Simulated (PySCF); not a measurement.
Calculation: PBE-D3(BJ)/def2-TZVP // PBE-D3(BJ)/def2-SVP in PySCF 2.14.0. Isolated molecules, 0 K electronic values unless said otherwise. One relaxed conformer stands for a flexible species; it need not be the lowest. 

Reference species: [Ta(F)(NH2)4] (neutral, multiplicity 1).

mean distance from the central atom to its bonded neighbours: 1.998 Å
HOMO–LUMO gap: 4.28 eV

Changed species: [Ta(F)5] (0 of 5 F replaced by NH2; the reference has 4 of 5 F replaced by NH2).

### Question
What does the change do to the mean distance from the central atom to its bonded neighbours and HOMO–LUMO gap?

### Answer
the mean distance from the central atom to its bonded neighbours falls by 0.117 Å, to 1.881 Å; the HOMO–LUMO gap rises by 2.35 eV, to 6.63 eV.
